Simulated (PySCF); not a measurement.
## Solvent effects on NMR parameters

Atom-mapped SMILES (the numbers label the heavy atoms): `[O:1]=[C:2]1[CH2:3][C:4](=[O:5])[C@@H:6]([C:7]([F:8])=[C:9]([F:10])[F:11])[CH2:12]1`. Hydrogens are named by the atom that carries them. Ha(C3), Ha(C12) are cis to C7 on the ring; Hb(C3), Hb(C12) are trans to C7 on the ring.

GIAO PBE0/pcSseg-1 in PySCF on one PBE0-D3(BJ)/def2-SVP conformer, non-relativistic, equivalent nuclei averaged. Solvents enter as an IEF-PCM continuum (benzene with ε = 2.3, chloroform with ε = 4.7) around the gas-phase geometry. Shifts are referred to TMS, CFCl3 computed in the same medium.

In benzene, δ in ppm: C4 215.5, C2 214.3, C9 164.6, C7 131.4, C6 50.8, C3 48.4, C12 43.3, F10 -101.0, F11 -122.6, F8 -197.0, H(C6) 3.43, Ha(C3) 3.05, Ha(C12) 3.03, Hb(C3) 3.01. Dipole moment 1.32 D.

Q: How does each δ change in the more polar medium?

A: 
```json
{"atoms": "C4", "environment": "ketone carbonyl carbon", "Δδ, chloroform": "+2.1"}
{"atoms": "C2", "environment": "ketone carbonyl carbon", "Δδ, chloroform": "+2.2"}
{"atoms": "C9", "environment": "fully substituted alkene carbon", "Δδ, chloroform": "+0.2"}
{"atoms": "C7", "environment": "fully substituted alkene carbon", "Δδ, chloroform": "+0.6"}
{"atoms": "C6", "environment": "sp3 CH α to a carbonyl", "Δδ, chloroform": "+0.5"}
{"atoms": "C3", "environment": "sp3 CH2 α to a carbonyl", "Δδ, chloroform": "+0.7"}
{"atoms": "C12", "environment": "sp3 CH2 α to a carbonyl", "Δδ, chloroform": "+0.5"}
{"atoms": "F10", "environment": "vinylic fluorine", "Δδ, chloroform": "-0.4"}
{"atoms": "F11", "environment": "vinylic fluorine", "Δδ, chloroform": "+0.6"}
{"atoms": "F8", "environment": "vinylic fluorine", "Δδ, chloroform": "+0.6"}
{"atoms": "H(C6)", "environment": "hydrogen on an sp3 CH α to a carbonyl", "Δδ, chloroform": "+0.12"}
{"atoms": "Ha(C3)", "environment": "hydrogen on an sp3 CH2 α to a carbonyl", "Δδ, chloroform": "+0.08"}
{"atoms": "Ha(C12)", "environment": "hydrogen on an sp3 CH2 α to a carbonyl", "Δδ, chloroform": "+0.05"}
{"atoms": "Hb(C3)", "environment": "hydrogen on an sp3 CH2 α to a carbonyl", "Δδ, chloroform": "+0.08"}
```

Changes are relative to benzene. The dipole moment becomes 1.43 D in chloroform.

Q: Which nuclei move most (in ppm), and what does the model miss?

A: C2 (ketone carbonyl carbon, +2.2 ppm) in chloroform. A continuum only polarises the solute; specific hydrogen bonds, the anisotropy of aromatic solvents and changes of geometry or conformer are outside it.
